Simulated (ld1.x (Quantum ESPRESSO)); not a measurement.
# Transferability test, ultrasoft potential for Os

Os, ultrasoft, made with ld1.x (Quantum ESPRESSO) 7.5 (PBE, scalar-relativistic). Core [Kr] 4d10 4f14, reference 5s2 5p6 5d6 6s2 6p0. Waves: 5s (bound): rcut 1.30, rcutus 1.45 bohr; 6s (bound): rcut 1.30, rcutus 1.45 bohr; 5p (bound): rcut 1.75, rcutus 2.20 bohr; 6p (bound, empty): rcut 1.75, rcutus 2.20 bohr; 5d (bound): rcut 1.45, rcutus 1.70 bohr; 5d channel at 1.6 Ry: rcut 1.45, rcutus 1.70 bohr. Local part: all-electron potential smoothed inside 1.90 bohr (lloc = -1). Core correction: Bessel-smoothed model core, default radius (core density twice the valence density). Augmentation charge: PSQ, inside the norm-conserving radii.

Energies are relative to the spin-unpolarised reference configuration 5s2 5p6 5d6 6s2 6p0; without spin polarisation the order of configurations can differ from experiment. Not all tests gave a result: test run stopped at test 4 of 7 (negative rho).

Its overlap operator is not positive definite in a basis up to 400 Ry (lowest eigenvalue s -0.40, p -3.37), so the file is unfit for use: the generalised eigenproblem breaks down once the basis is large enough, and its test numbers describe a broken file.

```csv
valence configuration,charge,ΔE all-electron (eV),error AE − PS (meV)
5s2 5p6 5d6 6s1 6p0,+1,9.577,-5.1
5s2 5p6 5d6 6s0 6p0,+2,26.491,-17
5s2 5p6 5d5 6s0 6p0,+3,55.338,-50
```

Levels in the configuration 5s2 5p6 5d6 6s1 6p0:

```
level  all-electron (eV)  pseudo (eV)
   5s            -99.600      -99.599
   5p            -58.918      -58.921
   5d            -14.138      -14.135
   6s            -13.141      -13.144
```

The ghost test of this file was not conclusive.
